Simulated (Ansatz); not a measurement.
Ideal-gas functions of `N#C[SiH2]P` at 500 K and 1 bar, from an Ansatz frequency run at PBE0-D4/def2-TZVP.

Molar mass 89.11 g/mol, point group C1 (symmetry number 1), electronic degeneracy 1, moments of inertia 52.352, 221.998, 264.612 u Å². Harmonic wavenumbers (cm⁻¹, unscaled): 99, 135, 262, 333, 453, 459, 601, 674, 691, 760, 831, 934, 1087, 2247, 2258, 2331, 2401, 2416.

Use S(trans) = R[1.5 ln M + 2.5 ln T − 1.1517]; rotational temperatures θ = 24.2544 K / I; S(rot) = R[ln(√π/σ · √(T³/θAθBθC)) + 1.5]; for each mode x = 1.438777 ν̃/T, S = R[x/(eˣ − 1) − ln(1 − e⁻ˣ)] and H = RT x/(eˣ − 1); 1 cm⁻¹ = 0.0119627 kJ/mol; R = 8.31446 J/(mol·K).

Task: By hand: the entropy, in J/(mol·K).

Result: Translation 175.6. Rotation: θ = 0.4633, 0.1093, 0.0917 K, giving 117.1. Vibration, mode by mode: 18.78, 16.23, 10.86, 8.98, 6.68, 6.58, 4.72, 4.00, 3.85, 3.29, 2.80, 2.22, 1.56, 0.10, 0.09, 0.08, 0.07, 0.06, in all 90.9. Electronic 0.0. Sum 383.6 J/(mol·K).

Task: By hand: H − E and G − E in kJ/mol, counted from the electronic energy.

Result: Zero-point energy ½ × 18972 × 0.0119627 = 113.5; thermal vibration 24.2; translation, rotation and pV give 4 RT = 16.6. H − E = 154.3 kJ/mol, and G − E = 154.3 − 500 × 383.6/1000 = -37.5 kJ/mol.

Vibration gives 24 % of the entropy, 35.0 J/(mol·K) of it from the modes under 150 cm⁻¹: soft modes count most, and the harmonic formula is weakest for them. The sum counts one conformer and one mirror image; others add a mixing term.
